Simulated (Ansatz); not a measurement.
Ansatz (an electronic-structure program) input (CCSD(T)/def2-SVPD):

Ansatz 0.2 input:
```yaml
crystal:
  periodic: [false, false, false]
  atoms:
    - {symbol: Pt, position_ang: [-0.00000000, -0.00000000, -0.11970532]}
    - {symbol: C, position_ang: [0.00000000, 0.00000000, 1.55616920]}
basis:
  gaussian:
    orbitals: def2-SVPD
magnetization: {spin_polarized: false}
correlation: {method: ccsd_t, electrons: outside_noble_gas}
output: {forces: true}
```

Output:

```
Functional definition: HF
integrals: 0.02 GiB planned
542 factors; integrals over basis functions are off by at most 1.1e-3 eV
mean field: 0.10 GiB planned
mean field evaluation 1: about -4245.1065 eV, gradient 3.0e1 eV
mean field evaluation 2: about -4245.1175 eV, gradient 3.0e1 eV
mean field evaluation 4: about -4247.3959 eV, gradient 3.2e0 eV
mean field evaluation 8: about -4247.4608 eV, gradient 6.8e-2 eV
mean field evaluation 16: about -4247.3824 eV, gradient 3.2e0 eV
mean field evaluation 32: about -4244.1099 eV, gradient 2.2e0 eV
mean field evaluation 64: about -4243.8018 eV, gradient 1.2e0 eV
mean field evaluation 96: about -4243.8343 eV, gradient 2.1e-1 eV
mean field -4247.46103995 eV, -156.0913141857 hartree, gradient 2.3e-6 eV, S^2 0.000000; 3 other end points of the search recorded, 0 dependent functions left out; unrestricted orbitals would lower it
determinant -4247.46103995 eV, -156.0913141857 hartree, with singles and doubles -4258.96182336 eV, -156.5139601806 hartree
determinant -4243.83521603 eV, -155.9580676142 hartree, with singles and doubles -4254.25927365 eV, -156.3411446660 hartree
5 core orbitals not correlated
reference -4247.46103995 eV, -156.0913141857 hartree; 7, 7 occupied and 43, 43 virtual orbitals, 542 factors
densities: 0.12 GiB planned
second order -12.51856284 eV of doubles, -0.00000000 eV of singles
coupled cluster: 0.10 GiB planned
cycle   1  -11.50306844 eV  change   -2.3e-3 eV  update   2.8e-3
cycle   2  -11.50372894 eV  change   -6.6e-4 eV  update   1.4e-3
cycle   3  -11.50236444 eV  change    1.4e-3 eV  update   1.0e-3
cycle   4  -11.50466862 eV  change   -2.3e-3 eV  update   2.4e-4
cycle   5  -11.50449970 eV  change    1.7e-4 eV  update   1.1e-4
cycle   6  -11.50457584 eV  change   -7.6e-5 eV  update   2.8e-5
cycle   7  -11.50457287 eV  change    3.0e-6 eV  update   9.7e-6
cycle   8  -11.50457886 eV  change   -6.0e-6 eV  update   3.4e-6
cycle   9  -11.50457858 eV  change    2.9e-7 eV  update   1.4e-6
coupled cluster: 0.11 GiB planned
perturbative correction -0.71232088 eV, -0.0261773097 hartree
the calculation of the forces begins
Total energy: -4259.67793941 eV, -156.5402769600 hartree
Atom 0 at    -0.000000    -0.000000    -0.119705 Å, force    -0.000000    -0.000000    -0.874736 eV/Å
Atom 1 at     0.000000     0.000000     1.556169 Å, force    -0.000000    -0.000000     0.874736 eV/Å
Dipole moment:    -0.000000     0.000000    -0.214830 e Å
```
